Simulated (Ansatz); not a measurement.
F₄Ge, SMILES [F][Ge-]([F])([F])[F] (connectivity only; charge and spin as stated), charge -1, multiplicity 2.

Geometry optimised at B3LYP-D3(BJ)/def2-SVPD.

Two levels are set side by side: PBE/def2-SVPD (Ansatz, a first-principles code) and CAM-B3LYP/def2-SVPD (Ansatz). Energy differences of separate SCF runs at the same geometry; the states with an electron removed or added have multiplicity 1. Differences are taken from unrounded values.

| quantity | CAM-B3LYP |
|---|---|
| vertical ionisation energy (eV) | 3.76 |

Q: What does PBE give, and how far is it from CAM-B3LYP? (Estimate from the structure and the level; the computed values follow.)

A: 
```json
[
 {"quantity": "vertical ionisation energy (eV)", "PBE": "3.35", "PBE minus CAM-B3LYP": "-0.41"}
]
```
